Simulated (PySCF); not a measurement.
# Highest orbital energy against ionisation energy along the 4p block

Calculated with PySCF 2.14, no spin-orbit coupling. Each cell gives −ε(HOMO) / ΔSCF in eV; NIST values include spin-orbit coupling, (s) semi-empirical, (t) theoretical.

| species | UHF | LDA | PBE | PBE0 | r2SCAN | NIST (lowest levels) |
| --- | --- | --- | --- | --- | --- | --- |
| Ga (aug-cc-pVQZ-PP with one added diffuse shell each of s, p, d, f, g type with ECP10MDF, ECP) | 5.827 / 5.535 | 2.911 / 6.002 | 2.924 / 5.928 | 3.749 / 5.958 | 3.175 / 6.091 | 5.999 |
| Ge (aug-cc-pVQZ-PP with one added diffuse shell each of s, p, d, f, g type with ECP10MDF, ECP) | 7.889 / 7.402 | 4.383 / 7.966 | 4.366 / 7.850 | 5.368 / 7.890 | 4.679 / 8.022 | 7.899 |
| As (aug-cc-pVQZ-PP with one added diffuse shell each of s, p, d, f, g type with ECP10MDF, ECP) | 10.042 / 9.409 | 5.936 / 9.981 | 5.902 / 9.844 | 7.079 / 9.912 | 6.297 / 10.065 | 9.789 |
| Se (aug-cc-pVQZ-PP with one added diffuse shell each of s, p, d, f, g type with ECP10MDF, ECP) | 9.453 / 8.541 | 5.783 / 9.846 | 5.692 / 9.605 | 6.845 / 9.598 | 5.976 / 9.655 | 9.752 |
| Br (aug-cc-pVQZ-PP with one added diffuse shell each of s, p, d, f, g type with ECP10MDF, ECP) | 11.775 / 10.708 | 7.531 / 12.026 | 7.411 / 11.748 | 8.728 / 11.763 | 7.740 / 11.830 | 11.814 |
| Kr (aug-cc-pVQZ-PP with one added diffuse shell each of s, p, d, f, g type with ECP10MDF, ECP) | 14.238 / 13.038 | 9.365 / 14.284 | 9.229 / 13.990 | 10.721 / 14.040 | 9.640 / 14.122 | 14.000 |

How far is −ε(HOMO) from ΔSCF on average for each method, and why?

UHF 0.76 eV; LDA -4.03 eV; PBE -3.91 eV; PBE0 -2.78 eV; r2SCAN -3.71 eV. Hartree-Fock orbital energies lack relaxation and so exceed the ΔSCF value; semilocal functionals have convex E(N) from self-interaction, so their HOMO lies far too high; exact exchange moves hybrids part of the way back.
